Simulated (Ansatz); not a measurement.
Species, as SMILES: F[C]Cl (closed-shell singlet).
Geometry (B3LYP-D3(BJ)/def2-TZVP, fixed):
```
C
F 1 1.2975
Cl 1 1.7557 2 106.70
```

How fast the dipole moment converges with the basis for several methods (Ansatz, an electronic-structure program): deviation from each method's own reference, in D. References: CCSD(T) 0.654 D, the value in aug-pcseg-3; HF 0.513 D, the value in aug-pcseg-3; MP2 0.756 D, the value in aug-pcseg-3; PBE 0.836 D, the value in aug-pcseg-3; PBE0 0.748 D, the value in aug-pcseg-3. Cartesian d functions, on some or all atoms, in 6-31+G*, 6-311+G**; all else is spherical. In correlated methods cores are frozen. A restricted Hartree-Fock determinant is unstable towards unrestricted orbitals. No added dispersion term, no relativity. The reference of a correlated method is not its basis-set limit, which lies further on.

```
basis            functions  CCSD(T)      HF     MP2  PBE    PBE0
---------------  ---------  -------  ------  ------  ---  ------
STO-3G                  19    1.049   0.917   0.940  [?]   0.918
6-31G                   31   -0.175  -0.318  -0.145  [?]  -0.121
6-31+G*                 61   -0.001  -0.066  -0.007  [?]  -0.004
aug-pcseg-1             73   -0.013  -0.028  -0.016  [?]  -0.011
6-311+G**               75    0.064  -0.058   0.046  [?]   0.015
6-311++G(2d,2p)         89    0.071   0.023   0.045  [?]   0.043
def2-TZVP               99    0.063   0.009   0.048  [?]   0.042
aug-pcseg-2            142    0.023  -0.004   0.013  [?]   0.005
cc-pV(Q+d)Z            174   -0.006  -0.018  -0.010  [?]  -0.006
def2-QZVPP             184    0.002  -0.009   0.000  [?]   0.004
aug-cc-pV(Q+d)Z        249   -0.007  -0.007  -0.006  [?]  -0.003
aug-pcseg-3            259    0.000   0.000   0.000  [?]   0.000
```

Problem. Complete the blanks.

Solution. 
- STO-3G, PBE: 0.912
- 6-31G, PBE: -0.041
- 6-31+G*, PBE: 0.021
- aug-pcseg-1, PBE: -0.003
- 6-311+G**, PBE: 0.047
- 6-311++G(2d,2p), PBE: 0.052
- def2-TZVP, PBE: 0.064
- aug-pcseg-2, PBE: 0.007
- cc-pV(Q+d)Z, PBE: 0.001
- def2-QZVPP, PBE: 0.010
- aug-cc-pV(Q+d)Z, PBE: -0.002
- aug-pcseg-3, PBE: 0.000

Mean absolute deviation over 6-311+G**, 6-311++G(2d,2p), def2-TZVP, aug-pcseg-2: HF 0.023, PBE0 0.026, MP2 0.038, PBE 0.043, CCSD(T) 0.055 D.
